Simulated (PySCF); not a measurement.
A structure optimised at PBE0-D3(BJ)/def2-SVP, used in a PySCF frequency run:

```
N
C 1 1.4075
C 2 1.3482 1 96.63
H 3 1.0862 2 136.36 1 177.89
H 2 1.0932 3 137.39 4 -1.47
C 1 1.4850 2 87.69 5 -179.73
H 6 1.1023 1 112.50 2 -118.32
H 6 1.1025 7 109.89 1 126.93
Si 1 1.7133 2 136.39 5 -15.76
F 9 1.6294 1 113.86 2 -80.00
H 9 1.4846 10 106.30 1 118.34
H 9 1.4850 11 114.89 10 -117.61
```

Write its SMILES and formula.

F[SiH2]N1C=CC1, C₃H₆FNSi

What are its rotational constants (standard atomic weights)?

7.5538, 1.6730, 1.6309 GHz
